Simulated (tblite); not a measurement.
Species: C9H9P.
Atom-mapped SMILES: `[CH3:1][c:2]1[cH:3][c:4]2[cH:5][cH:6][cH:7][cH:8][c:9]2[pH:10]1` (hydrogens: H11, H12, H13 on C1; H14 on C3; H15 on C5; H16 on C6; H17 on C7; H18 on C8; H19 on P10)

The geometry is computed with GFN2-xTB (gas phase).

Problem. Give the optimised bond lengths and angles.

Solution. 
```json
{"bond": "C1–C2", "length (Å)": "1.491", "order": "single"}
{"bond": "C2–C3", "length (Å)": "1.344", "order": "aromatic"}
{"bond": "C3–C4", "length (Å)": "1.444", "order": "aromatic"}
{"bond": "C4–C5", "length (Å)": "1.388", "order": "aromatic"}
{"bond": "C5–C6", "length (Å)": "1.384", "order": "aromatic"}
{"bond": "C6–C7", "length (Å)": "1.387", "order": "aromatic"}
{"bond": "C7–C8", "length (Å)": "1.386", "order": "aromatic"}
{"bond": "C8–C9", "length (Å)": "1.383", "order": "aromatic"}
{"bond": "C9–P10", "length (Å)": "1.820", "order": "aromatic"}
{"bond": "C2–P10", "length (Å)": "1.831", "order": "aromatic"}
{"bond": "C4–C9", "length (Å)": "1.407", "order": "aromatic"}
{"bond": "C1–H11, C1–H12, C1–H13", "length (Å)": "1.089", "order": "single"}
{"bond": "C3–H14", "length (Å)": "1.080", "order": "single"}
{"bond": "C5–H15", "length (Å)": "1.080", "order": "single"}
{"bond": "C6–H16", "length (Å)": "1.080", "order": "single"}
{"bond": "C7–H17", "length (Å)": "1.080", "order": "single"}
{"bond": "C8–H18", "length (Å)": "1.081", "order": "single"}
{"bond": "P10–H19", "length (Å)": "1.401", "order": "single"}
```

Bonds in one row agree within 0.01 Å and their mean is given. Orders are formal, as drawn. A selection of angles:
```json
{"angle": "C1–C2–C3", "degrees": "126.5"}
{"angle": "C1–C2–P10", "degrees": "121.4"}
{"angle": "C3–C2–P10", "degrees": "112.0"}
{"angle": "C2–C3–C4", "degrees": "115.0"}
{"angle": "C3–C4–C5", "degrees": "127.6"}
{"angle": "C3–C4–C9", "degrees": "112.8"}
{"angle": "C5–C4–C9", "degrees": "119.6"}
{"angle": "C4–C5–C6", "degrees": "119.4"}
{"angle": "C5–C6–C7", "degrees": "120.7"}
{"angle": "C6–C7–C8", "degrees": "120.5"}
{"angle": "C7–C8–C9", "degrees": "119.1"}
{"angle": "C8–C9–P10", "degrees": "128.2"}
{"angle": "C4–C9–C8", "degrees": "120.7"}
{"angle": "C4–C9–P10", "degrees": "111.0"}
{"angle": "C2–P10–C9", "degrees": "88.9"}
```

The 6-membered ring C4–C5–C6–C7–C8–C9 has internal angles of 119.1° to 120.7° (sum 720°, against 720° for a flat polygon); it is planar, 0.00 Å rms from its mean plane, widest ring torsion 1°. The 5-membered ring C2–C3–C4–C9–P10 has internal angles of 88.9° to 115.0° (sum 540°, against 540° for a flat polygon); it is almost planar, 0.03 Å rms from its mean plane, widest ring torsion 5°. The C–C distances run from 1.344 Å (C2–C3, drawn aromatic) to 1.491 Å (C1–C2, drawn single), a spread of 0.147 Å. P10 (ring phosphorus) is pyramidal (angles 95.8°, 95.2° and 88.9°, sum 279.9°, 0.89 Å off the plane of its three neighbours).

Its GFN2-xTB frequencies are all real (lowest 75 cm⁻¹).
